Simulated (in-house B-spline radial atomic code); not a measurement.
A run on Cs (an excited or competing configuration) that did not converge. Method: scalar-relativistic (X2C) B97-1, spin-polarised, spherical fractional occupations, exact exchange averaged over the configuration, Fermi nucleus of rms radius 4.8041 fm; computed with an all-electron radial atomic-structure program (B-spline basis).

Command:
```bash
python run_scf.py task.json out
```
Settings (nuclear radius in fm, mass in u):
```
Z                55
configuration    [Kr] 4d10 4f1 5s2 5p5 6s1
hamiltonian      x2c
method           b97_1
spin_polarised   True
nucleus          fermi
rms_radius       4.8041
atomic_mass      132.90545
speed_of_light   137.035999084
exact_exchange   averaged over the configuration
```

First and last ten iterations of the last attempt (damped for 15 steps, keeping 80 % of the old Fock matrix, then DIIS):
```
 iter        energy (Eh)    residual
    1       -7780.808178    4.78e-01
    2       -7781.179645    3.48e-01
    3       -7783.370311    2.17e-01
    4       -7784.410743    1.29e-01
    5       -7784.913876    7.21e-02
    6       -7785.321362    2.91e-02
    7       -7785.330831    2.01e-02
    8       -7785.335038    1.39e-02
    9       -7785.336968    9.67e-03
   10       -7785.337931    6.76e-03
  111       -7785.339723    1.77e-05
  112       -7785.339723    1.05e-05
  113       -7785.339723    5.06e-05
  114       -7785.339723    4.02e-05
  115       -7785.339723    3.27e-05
  116       -7785.339723    2.10e-05
  117       -7785.339723    1.15e-05
  118       -7785.339723    7.63e-06
  119       -7785.339723    4.11e-06
  120       -7785.339723    1.49e-06
 not converged after 120 iterations
```

The smallest residual met was 9.3e-07; the threshold is about 6e-07. Over the last five steps the energy moves by less than 1e-08 hartree, but the orbitals didn't meet the threshold. Run time, properties included: 11 s on 1 thread of Arm Neoverse V1 (shared host).
